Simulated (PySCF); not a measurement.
GeH₇NOSi, SMILES N[SiH2][O][GeH3].

Geometry: PBE0-D3(BJ)/def2-SVP. This is a generated structure with no PubChem entry under its InChIKey; it may be hypothetical. One conformer was computed; it need not be the lowest.

Two levels are set side by side: TDA-PBE/def2-SVPD (PySCF) and TDA-PBE0/def2-SVPD (PySCF). Vertical, same geometry. The lowest singlet is HOMO→LUMO 97 % with PBE and HOMO→LUMO+2 51 %, HOMO→LUMO 43 % with the other functional; states are paired by order. Differences are taken from unrounded values.

```
quantity                               TDA-PBE0  TDA-PBE  TDA-PBE minus TDA-PBE0
-------------------------------------  --------  -------  ----------------------
lowest singlet excitation (eV)             6.80     5.80                   -1.00
lowest triplet excitation (TDA) (eV)       6.38     5.45                   -0.93
first bright state (f over 0.05) (eV)      6.80     5.80                   -1.00
its oscillator strength                    0.09     0.13                    0.03
```

Functionals without exact exchange tend to place singlet excitations lower, as here. Differences between two approximate levels are no errors against the true value.

Rough cost on one machine, each run with all the roots and properties that it gave: TDA-PBE0 against TDA-PBE about 3 times.
